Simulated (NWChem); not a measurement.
Electron attachment to Sb (+1)

```xyz
1

Sb     0.0000     0.0000     0.0000
```
Charge +1, spin multiplicity 3.

Everything below was run with NWChem.

Basis set: def2-TZVPD. The species with one electron more has spin multiplicity 4. Δ marks differences of total energies (open shells unrestricted). −ε marks an orbital energy of the parent. That orbital need not have the symmetry of the hole or added electron in the Δ rows.

Effective core potentials replace the inner electrons of Sb; spin-orbit coupling is left out. The correlated methods keep 4 core orbitals frozen. The stability of the SCF solutions was not checked.

Q: For the vertical electron affinity, −ε(alpha LUMO) of PBE gives 12.51 eV and ΔM06-2X gives 8.96 eV. What do ΔB2PLYP, Δr2SCAN, G0W0@BHandHLYP give?

A: ΔB2PLYP: 8.92 eV; Δr2SCAN: 9.16 eV; G0W0@BHandHLYP: 8.86 eV.
